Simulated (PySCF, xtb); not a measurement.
BBr2, SMILES [B](Br)Br (connectivity only; charge and spin as stated), charge +1, multiplicity 1.

xtb 6.7.1 with GFN2-xTB at its own geometry gives an orbital gap of 4.51 eV.

Geometry optimised at B3LYP-D3(BJ)/def2-TZVP. The spin state was assumed, not searched. The isomer is the one that the SMILES or the coordinates give; other isomers of the formula were not compared.

Task: What does PBE/def2-TZVPD (PySCF) give? (Estimate from the structure and the level; the computed values follow.)

Result: gap 5.27 eV (levels -14.27 and -8.99 eV).
